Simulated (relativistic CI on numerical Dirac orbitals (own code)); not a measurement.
**Crystal-field levels of Nb⁴⁺, 4d**

Calculated by Dirac-Coulomb-Breit CI, KLI orbitals optimised for each configuration, model QED (radiative potential, 1s self-energy scaled to tabulated hydrogen-like ionisation energies), valence Slater integrals scaled by 0.75, one configuration in a parametric crystal field (own radial code).

Field parameters in Wybourne normalisation: D3d B²₀ = −7Dσ, B⁴₀ = −14Dq − 21Dτ, B⁴₃ = −14√(10/7) Dq. The field is a parameter set, without covalency.

S is read from ⟨S²⟩ = S(S + 1).

Levels (cm⁻¹, degeneracy): 0 (2), 1619 (2), 2396 (2), 28505 (2), 28556 (2).

(1) Which field gives this pattern?
A. D3d, 10Dq = 27000, Dσ = 980, Dτ = 30 cm⁻¹
B. D3d, 10Dq = 27000, Dσ = 110, Dτ = 30 cm⁻¹
C. D3d, 10Dq = 27000, Dσ = -760, Dτ = 30 cm⁻¹
D. D3d, 10Dq = 27000, Dσ = 550, Dτ = 30 cm⁻¹

Results:

(1) D. D3d, 10Dq = 27000, Dσ = 550, Dτ = 30 cm⁻¹, ground level with S = 0.50.
